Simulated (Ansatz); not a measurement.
fac-CrBr3(PH3)3 (CrP₃H₉Br₃) was relaxed with PBE0-D4 (def2-SVP) in Ansatz in these states: charge -1 quintet, neutral quartet. The geometries follow in no particular order.

A:

Cartesian coordinates in Å:
```
Cr 0.741 0.298 -0.544
Br 2.345 -1.434 -1.159
P -1.015 1.794 0.214
H -1.238 2.015 1.602
H -2.363 1.594 -0.191
H -0.816 3.120 -0.221
Br 0.130 1.270 -2.696
P 1.041 -0.704 1.647
H 2.400 -0.804 2.012
H 0.612 -2.036 1.907
H 0.513 -0.077 2.810
Br 2.146 2.020 0.459
P -0.823 -1.410 -1.276
H -0.526 -1.894 -2.567
H -2.207 -1.116 -1.430
H -0.942 -2.637 -0.567
```

B:

Cartesian coordinates in Å:
```
Cr -0.0103 -0.9343 0.7819
Br 2.0888 -2.1487 0.1400
P -1.7754 0.8513 0.9685
H -2.7879 1.0699 -0.0124
H -1.4762 2.2290 1.2106
H -2.6249 0.6434 2.0794
Br 0.5126 -0.1204 3.0823
P -0.4387 -1.1868 -1.6691
H -0.4886 -2.5408 -2.0733
H 0.4712 -0.7198 -2.6692
H -1.6378 -0.7475 -2.3023
Br -2.3978 -2.2918 0.6002
P 2.0976 1.3316 -0.1243
H 2.7632 0.9560 1.0715
H 2.5583 2.6960 -0.0864
H 3.1460 0.9128 -0.9975
```

Task: Judge from the bond lengths which geometry belongs to which state (an estimate).

Result: A is the neutral quartet (Cr1–P13 2.428 Å, Cr1–Br12 2.439 Å, Cr1–P3 2.428 Å); B is the charge -1 quintet (Cr1–P13 3.225 Å, Cr1–Br12 2.752 Å, Cr1–P3 2.518 Å).

The name describes the quartet; other states may take another shape.
